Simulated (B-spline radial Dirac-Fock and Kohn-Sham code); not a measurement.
**Photoelectron lines of Re⁺ at Al Kα (taken as 1486.9 eV)**

System: Re⁺, configuration [Xe] 4f14 5d4 6s2 (not the ground configuration).

The computed values come from a B-spline atomic structure program: the independent-particle Dirac-Slater model, thresholds from Dirac-Fock. The asymmetry parameter β is from the dipole term alone. Kinetic energies are from the vacuum level. Open shells are spread statistically over j, without multiplet splitting.

```csv
subshell,electrons,binding (eV),kinetic (eV),σ (kb),β
N1 (4s),2,653.5,833.4,26.1,1.89
N2 (4p1/2),2,546.8,940.1,29.6,1.50
N3 (4p3/2),4,473.7,1013.2,74.7,1.48
N4 (4d3/2),4,298.6,1188.3,96.3,1.20
N5 (4d5/2),6,285.1,1201.8,139,1.26
N6 (4f5/2),6,63.07,1423.8,66.2,1.06
N7 (4f7/2),8,60.67,1426.2,84.1,1.05
O1 (5s),2,108.4,1378.5,5.50,1.91
O2 (5p1/2),2,73.27,1413.6,5.32,1.65
O3 (5p3/2),4,62.17,1424.7,12.0,1.61
O4 (5d3/2),1.6,19.65,1467.3,3.14,1.31
O5 (5d5/2),2.4,18.74,1468.2,4.40,1.35
P1 (6s),2,15.24,1471.7,0.679,1.91
```

Branching ratios of the spin-orbit partners (statistical value in brackets): 4p 2.52 (2.00), 4d 1.45 (1.50), 4f 1.27 (1.33), 5p 2.26 (2.00), 5d 1.40 (1.50).

Run: 4.6 s of CPU time on 1 thread of Neoverse-V1 (shared host), peak memory 0.50 GiB.
